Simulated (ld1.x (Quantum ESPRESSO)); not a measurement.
**Logarithmic derivatives: dysprosium (Dy), ultrasoft**

```json
{"Element": "Dy (Z = 66)", "Generator": "ld1.x (Quantum ESPRESSO) 7.5", "Type": "ultrasoft", "Functional": "PBEsol", "Relativity": "scalar-relativistic", "Frozen core": "[Kr]", "Valence charge": "30", "Reference configuration": "4d10 4f10 5s2 5p6 5d0 6s1.5 6p0 (charge +0.5)", "Partial waves": "5s (bound): rcut 1.65, rcutus 1.80 bohr; 6s (bound): rcut 1.65, rcutus 1.80 bohr; 5p (bound): rcut 2.00, rcutus 2.12 bohr; 6p (bound, empty): rcut 2.00, rcutus 2.12 bohr; 4d (bound): rcut 0.85, rcutus 0.95 bohr; 5d (bound, empty): rcut 0.85, rcutus 0.95 bohr; 4f (bound): rcut 0.55, rcutus 0.65 bohr; 4f channel at 1.9 Ry: rcut 0.55, rcutus 0.65 bohr", "Local potential": "all-electron potential smoothed inside 1.85 bohr (lloc = -1)", "Core correction": "Bessel-smoothed model core inside 0.35 bohr", "Augmentation charge": "built from norm-conserving waves at rcut, not smoothed further"}
```

The phase is arctan(r·u′/u) with u = r·R(r), unwrapped; energies in Ry, scanned from -13 to 5 Ry. A pole is an energy at which the radial function vanishes at the test radius. The pseudo phase is shifted by a multiple of π to meet the all-electron one at the reference energy, and phase errors are pseudo minus all-electron; the curves can meet again beyond the range given. Levels narrower than the energy grid can be missing from the lists of poles.

Task: For each channel, where are the poles, and over which energies does the pseudopotential scatter like the atom?

Result:

| channel | radius (bohr) | reference energy (Ry) | poles, all-electron | poles, pseudo | unbroken range about the reference energy with phases within 0.05 rad | phase error 1 Ry above the reference energy (rad) |
| --- | --- | --- | --- | --- | --- | --- |
| s | 2.29 | -0.46 | -3.50 | -3.52 | not even at the reference energy | +0.429 |
| p | 2.29 | -0.23 | -1.39 | -1.96, -0.87 | not even at the reference energy | +0.148 |
| d | 2.29 | -0.29 | 1.74 | 2.51 | not even at the reference energy | +0.229 |
| f | 2.29 | -0.46 | -0.35 | -0.40 | not even at the reference energy | -0.010 |

A Bessel basis up to 400 Ry misses an occupied level by 1.23 Ry, so cutoffs and ghosts were not judged. The potential misses its own reference levels by up to 0.7 eV.

Phases in the f channel:

| E (Ry) | all-electron | pseudo |
| --- | --- | --- |
| -13.00 | 1.453 | 1.453 |
| -12.52 | 1.451 | 1.451 |
| -12.04 | 1.449 | 1.448 |
| -11.56 | 1.446 | 1.446 |
| -11.08 | 1.444 | 1.444 |
| -10.60 | 1.441 | 1.441 |
| -10.12 | 1.438 | 1.438 |
| -9.64 | 1.435 | 1.435 |
| -9.16 | 1.432 | 1.432 |
| -8.68 | 1.429 | 1.428 |
| -8.20 | 1.425 | 1.424 |
| -7.72 | 1.421 | 1.420 |
| -7.24 | 1.416 | 1.416 |
| -6.76 | 1.411 | 1.411 |
| -6.28 | 1.406 | 1.405 |
| -5.80 | 1.400 | 1.399 |
| -5.32 | 1.393 | 1.393 |
| -4.84 | 1.386 | 1.385 |
| -4.36 | 1.377 | 1.377 |
| -3.88 | 1.368 | 1.367 |
| -3.40 | 1.356 | 1.355 |
| -2.92 | 1.342 | 1.340 |
| -2.44 | 1.324 | 1.322 |
| -1.96 | 1.301 | 1.298 |
| -1.48 | 1.265 | 1.260 |
| -1.00 | 1.190 | 1.176 |
| -0.52 | -0.167 | -0.993 |
| -0.04 | -1.804 | -1.819 |
| 0.44 | -1.914 | -1.924 |
| 0.92 | -2.018 | -2.031 |
| 1.40 | -2.175 | -2.198 |
| 1.88 | -2.481 | -2.530 |
| 2.36 | -3.128 | -3.216 |
| 2.84 | -3.877 | -3.934 |
| 3.32 | -4.264 | -4.290 |
| 3.80 | -4.448 | -4.462 |
| 4.28 | -4.552 | -4.560 |
| 4.76 | -4.621 | -4.626 |
